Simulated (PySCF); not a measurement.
C2H6GeO2, SMILES C=C[O][GeH2][OH]. Coordinates come from a PBE-D3(BJ)/def2-SVP optimisation. This is a generated structure with no PubChem entry under its InChIKey; it may be hypothetical. The values are those of a single conformer.

**Question.** Give the equilibrium geometry at PBE-D3(BJ)/def2-SVP (PySCF confirms it by a frequency run) as a Z-matrix. (Estimate from the structure and the level; the computed values follow.)

**Answer.** Several could match; the one computed here: 
```
O
C 1 1.3633
C 2 1.3452 1 122.89
H 3 1.0982 2 119.74 1 -178.71
H 3 1.1001 4 119.20 2 -179.67
H 2 1.1096 3 120.84 4 0.45
Ge 1 1.8161 2 121.04 6 9.32
O 7 1.7911 1 110.18 2 74.00
H 8 0.9758 7 111.21 1 61.59
H 7 1.5443 8 103.83 9 178.81
H 7 1.5448 10 118.16 8 -125.85
```
Charge 0, spin multiplicity 1.
